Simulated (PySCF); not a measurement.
**Mayer bond orders and bond lengths**

Compound: C6H10ClFO.
Atom-mapped SMILES: `[CH3:1][C@H:2]([F:3])[C:4]([CH3:5])([CH3:6])[C:7](=[O:8])[Cl:9]` (hydrogens: H10, H11, H12 on C1; H13 on C2; H14, H15, H16 on C5; H17, H18, H19 on C6)

Geometry (GFN2-xTB, Å), atoms numbered from 1 in this order:
```xyz
19
C6H10ClFO angstrom
C      2.023    0.337   -0.633
C      1.076    0.011    0.510
F      1.391   -1.248    0.991
C     -0.426    0.013    0.133
C     -0.708   -0.954   -1.020
C     -1.249   -0.395    1.368
C     -0.826    1.427   -0.198
O     -0.214    2.422    0.005
Cl    -2.436    1.543   -0.911
H      3.044    0.337   -0.261
H      1.944   -0.408   -1.418
H      1.797    1.320   -1.033
H      1.237    0.700    1.348
H     -0.315   -0.573   -1.959
H     -0.238   -1.910   -0.801
H     -1.776   -1.111   -1.132
H     -1.062    0.284    2.197
H     -2.310   -0.385    1.136
H     -0.962   -1.399    1.670
```

Bond orders from the PBE0/pcSseg-1 density (PySCF). The structure is a single GFN2-xTB conformer in the gas phase; no vibrational or solvent corrections.

Question: How far do the computed orders between heavy atoms stray from the drawn ones?

Answer: The largest departure is 0.139, at C2–F3 (drawn single, 0.861). Drawn single, order below 0.88: C2–F3 (0.861).

Question: Set the Mayer orders of the bonds between heavy atoms beside their lengths.

Answer: 
```tsv
bond	drawn as	length (Å)	Mayer order
C1–C2	single	1.520	1.047
C2–F3	single	1.384	0.861
C2–C4	single	1.548	0.955
C4–C5	single	1.531	0.991
C4–C6	single	1.539	1.002
C4–C7	single	1.506	0.880
C7–O8	double	1.186	2.066
C7–Cl9	single	1.765	0.970
```

By pair of heavy elements: C–C: lowest C4–C7 (0.880, 1.506 Å), highest C1–C2 (1.047, 1.520 Å); in 4 of the 10 pairs the longer bond (by over 0.003 Å) has the higher order (by 0.02 or more).

Question: And the bonds to hydrogen?

Answer: C–H: 0.94 to 0.96 (10 bonds).

Question: Sum the orders of all bonds at each heavy atom with more than one neighbour and set the sums beside the valence in the SMILES.

Answer: C1 3.905 (drawn 4), C2 3.800 (drawn 4), C4 3.828 (drawn 4), C5 3.852 (drawn 4), C6 3.863 (drawn 4), C7 3.916 (drawn 4). Orders between atoms that aren't bonded are not in these sums.

Mayer orders depend on the basis set.

The run behind these numbers computed NMR shieldings as well. Hardware: Arm Neoverse N1, one thread, no GPU, shared host. Cost: 61 s wall, 1.0 GiB resident at most.
